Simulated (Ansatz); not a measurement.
# Molecular dynamics of C2H10N2OSi

Input file:

```yaml
crystal:
  periodic: [false, false, false]
  atoms:
    - { symbol: Si, position_ang: [-0.10105, 0.008468, 0.102638] }
    - { symbol: O, position_ang: [-0.304376, 0.086261, 1.780717] }
    - { symbol: H, position_ang: [-1.29585, -0.074535, 1.932742] }
    - { symbol: H, position_ang: [1.328616, 0.059463, -0.085275] }
    - { symbol: "N", position_ang: [-0.770029, 1.301318, -0.849645] }
    - { symbol: C, position_ang: [-2.242282, 1.438755, -0.947059] }
    - { symbol: H, position_ang: [-2.700035, 0.438776, -0.890501] }
    - { symbol: H, position_ang: [-2.676635, 2.066203, -0.14308] }
    - { symbol: H, position_ang: [-2.525592, 1.897688, -1.910142] }
    - { symbol: C, position_ang: [-0.075508, 2.607001, -0.916331] }
    - { symbol: H, position_ang: [-0.335802, 3.130949, -1.852286] }
    - { symbol: H, position_ang: [-0.331347, 3.285044, -0.077327] }
    - { symbol: H, position_ang: [1.014084, 2.449935, -0.904557] }
    - { symbol: "N", position_ang: [-0.971066, -1.402845, -0.448459] }
    - { symbol: H, position_ang: [-0.635326, -2.304576, -0.054837] }
    - { symbol: H, position_ang: [-0.992102, -1.515005, -1.481498] }
basis:
  gaussian: { orbitals: STO-3G }
hamiltonian:
  xc: cam_b3lyp
md:
  timestep: 1.0
  n_steps: 166
  ensemble: nvt_nose_hoover
  temperature: 1000.0
  initial_velocities: maxwell_boltzmann
  seed: 62523
  nose_hoover: { tau: 100.0, chain_length: 5 }
```

Launched with:

```bash
$ ansatz run input.yaml --threads 1 --pin off --max-ram 2048MiB --backend cpu --events-out ev --progress --plain --runs-dir out
```

It starts from a relaxed structure.

Output, in part (one step line in 3, the closing report, with atoms numbered from 0):

```
md step     0: t =     0.00 fs  T =  1000.0 K  F+E_penalty+E_count = -14953.10851184 eV  E_kin = 1.809640 eV  conserved = -14951.29887185 eV  (22 SCF iters)
md step     3: t =     3.00 fs  T =   558.0 K  F+E_penalty+E_count = -14952.25362676 eV  E_kin = 1.009849 eV  conserved = -14951.24392639 eV  (24 SCF iters)
md step     6: t =     6.00 fs  T =   607.3 K  F+E_penalty+E_count = -14952.37356307 eV  E_kin = 1.099051 eV  conserved = -14951.27553118 eV  (25 SCF iters)
md step     9: t =     9.00 fs  T =   604.1 K  F+E_penalty+E_count = -14952.36463403 eV  E_kin = 1.093194 eV  conserved = -14951.27389237 eV  (25 SCF iters)
md step    12: t =    12.00 fs  T =   563.3 K  F+E_penalty+E_count = -14952.26793421 eV  E_kin = 1.019358 eV  conserved = -14951.25367668 eV  (25 SCF iters)
md step    15: t =    15.00 fs  T =   566.0 K  F+E_penalty+E_count = -14952.28694382 eV  E_kin = 1.024318 eV  conserved = -14951.27080673 eV  (25 SCF iters)
md step    18: t =    18.00 fs  T =   341.9 K  F+E_penalty+E_count = -14951.85300073 eV  E_kin = 0.618772 eV  conserved = -14951.24549955 eV  (26 SCF iters)
md step    21: t =    21.00 fs  T =   434.9 K  F+E_penalty+E_count = -14952.03662328 eV  E_kin = 0.787008 eV  conserved = -14951.26487739 eV  (27 SCF iters)
md step    24: t =    24.00 fs  T =   450.6 K  F+E_penalty+E_count = -14952.05741214 eV  E_kin = 0.815353 eV  conserved = -14951.26156534 eV  (26 SCF iters)
md step    27: t =    27.00 fs  T =   411.1 K  F+E_penalty+E_count = -14951.97793095 eV  E_kin = 0.743898 eV  conserved = -14951.25999627 eV  (24 SCF iters)
md step    30: t =    30.00 fs  T =   492.8 K  F+E_penalty+E_count = -14952.14048954 eV  E_kin = 0.891771 eV  conserved = -14951.28047004 eV  (27 SCF iters)
md step    33: t =    33.00 fs  T =   368.3 K  F+E_penalty+E_count = -14951.87830974 eV  E_kin = 0.666492 eV  conserved = -14951.25086638 eV  (25 SCF iters)
md step    36: t =    36.00 fs  T =   585.0 K  F+E_penalty+E_count = -14952.28958429 eV  E_kin = 1.058691 eV  conserved = -14951.27894393 eV  (23 SCF iters)
md step    39: t =    39.00 fs  T =   484.3 K  F+E_penalty+E_count = -14952.08170537 eV  E_kin = 0.876343 eV  conserved = -14951.26368028 eV  (25 SCF iters)
md step    42: t =    42.00 fs  T =   431.6 K  F+E_penalty+E_count = -14951.96457105 eV  E_kin = 0.781007 eV  conserved = -14951.25271844 eV  (25 SCF iters)
md step    45: t =    45.00 fs  T =   578.3 K  F+E_penalty+E_count = -14952.23425618 eV  E_kin = 1.046529 eV  conserved = -14951.26861424 eV  (25 SCF iters)
md step    48: t =    48.00 fs  T =   465.0 K  F+E_penalty+E_count = -14951.99613907 eV  E_kin = 0.841421 eV  conserved = -14951.24950363 eV  (25 SCF iters)
md step    51: t =    51.00 fs  T =   490.5 K  F+E_penalty+E_count = -14952.04477212 eV  E_kin = 0.887689 eV  conserved = -14951.26588013 eV  (26 SCF iters)
md step    54: t =    54.00 fs  T =   381.2 K  F+E_penalty+E_count = -14951.81795584 eV  E_kin = 0.689790 eV  conserved = -14951.24821786 eV  (26 SCF iters)
md step    57: t =    57.00 fs  T =   587.4 K  F+E_penalty+E_count = -14952.19757609 eV  E_kin = 1.063002 eV  conserved = -14951.27141063 eV  (25 SCF iters)
md step    60: t =    60.00 fs  T =   603.7 K  F+E_penalty+E_count = -14952.21045305 eV  E_kin = 1.092436 eV  conserved = -14951.27226669 eV  (26 SCF iters)
md step    63: t =    63.00 fs  T =   440.9 K  F+E_penalty+E_count = -14951.87207866 eV  E_kin = 0.797837 eV  conserved = -14951.24754612 eV  (25 SCF iters)
md step    66: t =    66.00 fs  T =   603.3 K  F+E_penalty+E_count = -14952.17586079 eV  E_kin = 1.091772 eV  conserved = -14951.27445277 eV  (25 SCF iters)
md step    69: t =    69.00 fs  T =   604.0 K  F+E_penalty+E_count = -14952.13400870 eV  E_kin = 1.093009 eV  conserved = -14951.25246458 eV  (25 SCF iters)
md step    72: t =    72.00 fs  T =   614.2 K  F+E_penalty+E_count = -14952.12917265 eV  E_kin = 1.111495 eV  conserved = -14951.25453159 eV  (26 SCF iters)
md step    75: t =    75.00 fs  T =   645.8 K  F+E_penalty+E_count = -14952.17536428 eV  E_kin = 1.168740 eV  conserved = -14951.26455290 eV  (27 SCF iters)
md step    78: t =    78.00 fs  T =   447.9 K  F+E_penalty+E_count = -14951.75971376 eV  E_kin = 0.810572 eV  conserved = -14951.23017727 eV  (25 SCF iters)
md step    81: t =    81.00 fs  T =   766.9 K  F+E_penalty+E_count = -14952.36124256 eV  E_kin = 1.387843 eV  conserved = -14951.27819332 eV  (26 SCF iters)
md step    84: t =    84.00 fs  T =   523.5 K  F+E_penalty+E_count = -14951.86176673 eV  E_kin = 0.947281 eV  conserved = -14951.24228346 eV  (25 SCF iters)
md step    87: t =    87.00 fs  T =   588.6 K  F+E_penalty+E_count = -14951.97687402 eV  E_kin = 1.065070 eV  conserved = -14951.26348041 eV  (25 SCF iters)
md step    90: t =    90.00 fs  T =   589.3 K  F+E_penalty+E_count = -14951.96832633 eV  E_kin = 1.066347 eV  conserved = -14951.27313988 eV  (25 SCF iters)
md step    93: t =    93.00 fs  T =   556.5 K  F+E_penalty+E_count = -14951.85779875 eV  E_kin = 1.007101 eV  conserved = -14951.24375190 eV  (24 SCF iters)
md step    96: t =    96.00 fs  T =   690.9 K  F+E_penalty+E_count = -14952.09677731 eV  E_kin = 1.250264 eV  conserved = -14951.26390652 eV  (24 SCF iters)
md step    99: t =    99.00 fs  T =   440.6 K  F+E_penalty+E_count = -14951.59805977 eV  E_kin = 0.797389 eV  conserved = -14951.23798049 eV  (25 SCF iters)
md step   102: t =   102.00 fs  T =   498.9 K  F+E_penalty+E_count = -14951.69722434 eV  E_kin = 0.902856 eV  conserved = -14951.25060472 eV  (25 SCF iters)
md step   105: t =   105.00 fs  T =   653.7 K  F+E_penalty+E_count = -14951.96105606 eV  E_kin = 1.182903 eV  conserved = -14951.25204199 eV  (25 SCF iters)
md step   108: t =   108.00 fs  T =   637.1 K  F+E_penalty+E_count = -14951.90319111 eV  E_kin = 1.152982 eV  conserved = -14951.24991790 eV  (25 SCF iters)
md step   111: t =   111.00 fs  T =   624.9 K  F+E_penalty+E_count = -14951.88625703 eV  E_kin = 1.130847 eV  conserved = -14951.27371690 eV  (25 SCF iters)
md step   114: t =   114.00 fs  T =   446.0 K  F+E_penalty+E_count = -14951.51097685 eV  E_kin = 0.807124 eV  conserved = -14951.23800716 eV  (25 SCF iters)
md step   117: t =   117.00 fs  T =   739.1 K  F+E_penalty+E_count = -14952.04843369 eV  E_kin = 1.337501 eV  conserved = -14951.26399784 eV  (25 SCF iters)
md step   120: t =   120.00 fs  T =   728.5 K  F+E_penalty+E_count = -14952.01318403 eV  E_kin = 1.318244 eV  conserved = -14951.26851664 eV  (25 SCF iters)
md step   123: t =   123.00 fs  T =   455.5 K  F+E_penalty+E_count = -14951.46741106 eV  E_kin = 0.824368 eV  conserved = -14951.23393428 eV  (25 SCF iters)
md step   126: t =   126.00 fs  T =   610.0 K  F+E_penalty+E_count = -14951.74806275 eV  E_kin = 1.103835 eV  conserved = -14951.24916365 eV  (27 SCF iters)
md step   129: t =   129.00 fs  T =   569.9 K  F+E_penalty+E_count = -14951.64366589 eV  E_kin = 1.031337 eV  conserved = -14951.23379526 eV  (26 SCF iters)
md step   132: t =   132.00 fs  T =   611.2 K  F+E_penalty+E_count = -14951.72296929 eV  E_kin = 1.106056 eV  conserved = -14951.25390918 eV  (24 SCF iters)
md step   135: t =   135.00 fs  T =   444.7 K  F+E_penalty+E_count = -14951.38560957 eV  E_kin = 0.804658 eV  conserved = -14951.23022642 eV  (27 SCF iters)
md step   138: t =   138.00 fs  T =   719.0 K  F+E_penalty+E_count = -14951.89941811 eV  E_kin = 1.301089 eV  conserved = -14951.26287008 eV  (26 SCF iters)
md step   141: t =   141.00 fs  T =   645.4 K  F+E_penalty+E_count = -14951.74466038 eV  E_kin = 1.167937 eV  conserved = -14951.25634796 eV  (26 SCF iters)
md step   144: t =   144.00 fs  T =   551.8 K  F+E_penalty+E_count = -14951.54454153 eV  E_kin = 0.998612 eV  conserved = -14951.23936051 eV  (27 SCF iters)
md step   147: t =   147.00 fs  T =   709.2 K  F+E_penalty+E_count = -14951.83631558 eV  E_kin = 1.283367 eV  conserved = -14951.26061737 eV  (25 SCF iters)
md step   150: t =   150.00 fs  T =   783.3 K  F+E_penalty+E_count = -14951.94962926 eV  E_kin = 1.417472 eV  conserved = -14951.25541169 eV  (25 SCF iters)
md step   153: t =   153.00 fs  T =   706.5 K  F+E_penalty+E_count = -14951.77854908 eV  E_kin = 1.278515 eV  conserved = -14951.24063425 eV  (25 SCF iters)
md step   156: t =   156.00 fs  T =   813.8 K  F+E_penalty+E_count = -14951.97202443 eV  E_kin = 1.472647 eV  conserved = -14951.25490370 eV  (25 SCF iters)
md step   159: t =   159.00 fs  T =   661.4 K  F+E_penalty+E_count = -14951.65915480 eV  E_kin = 1.196861 eV  conserved = -14951.23417578 eV  (25 SCF iters)
md step   162: t =   162.00 fs  T =   754.6 K  F+E_penalty+E_count = -14951.83093022 eV  E_kin = 1.365508 eV  conserved = -14951.25171277 eV  (25 SCF iters)
md step   165: t =   165.00 fs  T =   793.5 K  F+E_penalty+E_count = -14951.87114218 eV  E_kin = 1.435862 eV  conserved = -14951.23718361 eV  (24 SCF iters)
md step   166: t =   166.00 fs  T =   888.8 K  F+E_penalty+E_count = -14952.05187462 eV  E_kin = 1.608346 eV  conserved = -14951.25116159 eV  (23 SCF iters)
Total energy: -14952.05198729 eV, -549.4777756682 hartree
Atom 0 at    -0.118790    -0.024577     0.022097 Å, force     2.325693     0.844351    -0.126543 eV/Å
Atom 1 at    -0.015069     0.226560     1.706321 Å, force     0.592963     0.800124    -0.807808 eV/Å
Atom 2 at    -0.246065    -0.658178     2.080541 Å, force    -0.258772    -1.415900     0.853748 eV/Å
Atom 3 at     1.290857    -0.046886    -0.661223 Å, force    -2.168068    -0.053149     1.017714 eV/Å
Atom 4 at    -1.015979     1.374091    -0.437493 Å, force     1.556359     1.420937    -1.289119 eV/Å
Atom 5 at    -2.176872     1.308412    -1.324243 Å, force    -3.026600    -0.121509    -1.753738 eV/Å
Atom 6 at    -2.473027     0.251295    -1.682782 Å, force     0.687887     1.381528     1.210410 eV/Å
Atom 7 at    -3.099189     1.776099    -0.824337 Å, force     1.028842    -0.866486    -0.429414 eV/Å
Atom 8 at    -2.136908     1.875509    -2.307932 Å, force     0.804508    -0.317711     1.044595 eV/Å
Atom 9 at    -0.131008     2.577452    -0.696761 Å, force    -3.534154     1.645442     0.915021 eV/Å
Atom 10 at     0.666082     2.486215    -1.418314 Å, force     0.570988    -0.450349    -1.083163 eV/Å
Atom 11 at    -0.854636     3.431136    -1.006189 Å, force     1.732394    -1.321637     0.432183 eV/Å
Atom 12 at     0.333490     2.873342     0.251836 Å, force     0.134942     0.119518     0.228442 eV/Å
Atom 13 at    -1.021621    -1.366662    -0.389799 Å, force     0.591294    -0.232228     0.587104 eV/Å
Atom 14 at    -1.877215    -1.586159     0.091386 Å, force    -1.017546    -0.467167     0.232725 eV/Å
Atom 15 at    -0.848902    -1.883362    -1.229129 Å, force    -0.020733    -0.965765    -1.032157 eV/Å
Dipole moment:    -0.039508    -0.419281    -0.273236 e Å
```

The run went to its last step. The conserved energy stayed within 4.7 meV per atom of its start (net change 3 meV per atom), so there is no drift, though single steps change it by up to 39 meV in the whole system, a sign of fast motions only just resolved. The mean temperature of the second half is 37 % below the set value. A run of 0.17 ps of so small a system gives no equilibrium averages. Limits of this set-up: minimal basis.

The same pairs are bonded in the first frame and the last. Pairs count as bonded within 1.25 times the sum of covalent radii (0.12 Å more for H–H).

Last frame:

```xyz
16
Properties=species:S:1:pos:R:3
Si -0.119 -0.025 0.022
O -0.015 0.227 1.706
H -0.246 -0.658 2.080
H 1.291 -0.047 -0.661
N -1.016 1.374 -0.438
C -2.177 1.308 -1.324
H -2.473 0.251 -1.683
H -3.099 1.776 -0.824
H -2.137 1.875 -2.308
C -0.131 2.578 -0.697
H 0.666 2.486 -1.418
H -0.855 3.431 -1.006
H 0.334 2.873 0.252
N -1.022 -1.367 -0.390
H -1.877 -1.586 0.091
H -0.849 -1.883 -1.229
```

The run took 6.3 min on 1 thread of Intel(R) Xeon(R) 6975P-C (Granite Rapids), on a shared host, peak memory 0.16 GiB.
